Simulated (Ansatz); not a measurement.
A structure relaxed at PBE0-D4/def2-TZVP, charge 0, multiplicity 1:

```csv
atom,x (Å),y (Å),z (Å)
C1,-0.0165,0.7476,1.2310
C2,-0.1566,0.0940,0.0891
S3,-1.5869,-0.1818,-0.9761
Ga4,0.4477,-0.9433,-1.3715
H5,0.9468,0.7987,1.7256
H6,-0.8537,1.2507,1.7078
H7,1.2191,-1.7660,-2.4058
```

**Question.** Give its formula and SMILES.

**Answer.** C2H3GaS, `C=[C]1[S][GaH]1`.

**Question.** Point group (tolerance 0.08 Å, 0.16 Å for H)?

**Answer.** Cs.

**Question.** Summarise the bond lengths by kind.

**Answer.** 1 × C–C 1.323 Å; 2 × C–H 1.084 to 1.087 Å; 1 × C–S 1.805 Å; 1 × C–Ga 1.891 Å; 1 × Ga–S 2.208 Å; 1 × Ga–H 1.530 Å.

Computed with Ansatz.
